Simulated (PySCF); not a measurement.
PySCF was given this input:
```python
from pyscf import gto, scf, mcscf
import numpy

mol = gto.M(
    atom='''
B     0.230097   -1.159013   -0.985306
H    -0.463905   -1.259657   -1.924172
H     1.095577   -1.922119   -0.780737
N     0.024108   -0.121434   -0.103234
C     0.813512    0.104311    1.085684
C    -1.008595    0.878335   -0.250311
H     1.295528    1.087190    1.047200
H     0.181189    0.073310    1.979596
H     1.580918   -0.659632    1.172132
H    -1.952967    0.860047    0.957817
H    -0.568808    1.879153   -0.319758
H    -1.586094    0.685704   -1.149968
''',
    basis='sto-3g',
    charge=0,
    spin=0,
    verbose=3,
)

mf = scf.RHF(mol)
mf.kernel()
mc = mcscf.CASSCF(mf, 3, 2)
mc.fix_spin_(ss=0.0)
mc.kernel()
occ = numpy.linalg.eigvalsh(mc.fcisolver.make_rdm1(mc.ci, mc.ncas, mc.nelecas))[::-1]
ss = mc.fcisolver.spin_square(mc.ci, mc.ncas, mc.nelecas)[0]
print('natural occupations', occ.round(4), ' <S^2>', round(ss, 4))
```

Problem. What is the computed total energy (CASSCF(2,3)/STO-3G run with PySCF)?

Solution. -157.572362 Ha

Problem. Give the SCF-reference dipole moment at the level CASSCF(2,3)/STO-3G.

Solution. 1.51 D

Problem. What is the computed nuclear repulsion energy (CASSCF(2,3)/STO-3G)?

Solution. 120.9420 Eh

Problem. Give the SCF-reference HOMO energy at the level CASSCF(2,3)/STO-3G.

Solution. -8.55 eV

Problem. Give the SCF-reference Mulliken (on the basis functions themselves) charges in atom order at the level CASSCF(2,3)/STO-3G.

Solution. B1 0.27, H2 -0.09, H3 -0.08, N4 -0.35, C5 -0.07, C6 -0.01, H7 0.06, H8 0.07, H9 0.08, H10 -0.01, H11 0.06, H12 0.07
